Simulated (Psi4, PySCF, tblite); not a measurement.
Interaction energy of CH2O2 ··· CS2 (SMILES O=CO and S=C=S). Monomers: optimised at B3LYP-D3(BJ) (def2-TZVP), held rigid. Orientation: lowest of the rigid-body minima from ten starts at GFN2-xTB. R is the distance of the centres of mass, along which the second monomer moves.

Methods: GFN2-xTB (tblite); RKS-B3LYP/3-21G = restricted B3LYP/3-21G, no counterpoise correction run with PySCF 2.14.0; SAPT0/jun-cc-pVDZ, frozen core (Psi4).

Interaction energies in kJ/mol:

| R / Å | GFN2-xTB | RKS-B3LYP/3-21G |
|---|---|---|
| 2.81 | 20.62 | 48.71 |
| 3.00 | -0.16 | 11.11 |
| 3.24 | -9.34 | -8.81 |
| 3.42 | -10.67 | -12.95 |
| 3.59 | -10.23 | -12.81 |
| 3.83 | -8.71 | -10.02 |
| 4.11 | -6.79 | -6.35 |
| 4.39 | -5.18 | -3.64 |
| 4.90 | -3.09 | -1.20 |
| 5.61 | -1.46 | -0.31 |
| 6.59 | -0.53 | -0.09 |
| 7.95 | -0.14 | -0.02 |

**Question.** Predict the corresponding SAPT0/jun-cc-pVDZ column.

**Answer.** 2.81: 55.90; 3.00: 21.83; 3.24: 2.14; 3.42: -3.88; 3.59: -6.11; 3.83: -6.50; 4.11: -5.41; 4.39: -4.04; 4.90: -2.15; 5.61: -0.86; 6.59: -0.25; 7.95: -0.04 (kJ/mol).
